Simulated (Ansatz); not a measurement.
`C[Se][BH][GeH3]`, relaxed with RKS PBE-D4/def2-SVP in Ansatz 0.2.0 from a rough embedded geometry. The force threshold is 0.03 eV/Å; the program also tests the step.

Charge 0, multiplicity 1.

Start:

```xyz
11

C     0.003   -1.994    0.400
Se   -1.102   -0.771    1.302
B     0.152    0.754    0.838
Ge   -0.194    1.784   -0.853
H     1.042   -2.044    0.812
H    -0.415   -3.071    0.438
H     0.090   -1.759   -0.694
H     0.959    1.039    1.595
H     1.163    1.622   -1.686
H    -1.322    1.178   -1.620
H    -0.376    3.262   -0.531
```

```csv
step,energy (eV),largest force (eV/Å),largest move (Å)
1,-123656.3995,2.161,0.000
2,-123656.6706,0.975,0.149
3,-123656.7359,0.441,0.111
4,-123656.7567,0.183,0.036
5,-123656.7615,0.060,0.033
6,-123656.7740,0.250,0.087
7,-123656.8104,0.408,0.103
8,-123656.8966,0.572,0.150
9,-123657.0571,0.794,0.195
10,-123657.2538,0.866,0.195
11,-123657.4689,0.544,0.191
12,-123657.6329,0.415,0.197
13,-123657.7367,0.578,0.200
14,-123657.7978,0.644,0.195
15,-123657.8076,0.393,0.165
16,-123657.8218,0.185,0.200
17,-123657.8280,0.042,0.049
18,-123657.8286,0.018,0.023
```

End:

```xyz
11

C    -0.112   -1.986    0.151
Se    0.038   -0.887    1.781
B     0.113    0.904    1.169
Ge    0.038    1.571   -0.780
H     0.901   -2.243   -0.208
H    -0.657   -2.909    0.418
H    -0.661   -1.430   -0.630
H     0.225    1.688    2.092
H     1.472    1.652   -1.381
H    -0.778    0.646   -1.729
H    -0.578    2.994   -0.883
```

Run time 30 s (4 threads of an Arm Neoverse V1 on a shared host); peak host memory 0.19 GiB.
